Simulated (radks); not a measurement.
Task: Valence configurations of C (all share [He]). Method: scalar-relativistic Kohn-Sham, PBE, spin-polarised, spherical densities, point nucleus; open shells are filled with parallel spins first; computed with a radial shooting solver on a logarithmic mesh with Libxc functionals. Order these by energy: 2p4; 2s1 2p3; 2s0.5 2p3.5; 2s1.5 2p2.5; 2s2 2p2.

Result: From the lowest, in eV above it: 2s2 2p2 0.000; 2s1.5 2p2.5 2.484; 2s1 2p3 3.992; 2s0.5 2p3.5 10.819; 2p4 16.850. NIST lists [He] 2s2 2p2 as the ground configuration; this level of theory agrees among the configurations tried. The energies are those of spherical high-spin densities, not of single terms.
